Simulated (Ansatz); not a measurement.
Harmonic frequencies (cm⁻¹) at PBE0-D4/def2-TZVP from Ansatz: 44, 71, 111, 127, 147, 305, 381, 430, 502, 523, 572, 597, 718, 777, 778, 984, 1916, 1936, 2193, 2211, 2223.

Question: Which molecule is it?
A. `N[BH][Al]1[CH2][O]1`
B. `CCCl`
C. `[AlH2][SiH](Cl)[AsH2]`
D. `[CH3][AlH][TeH]`

Answer: C.
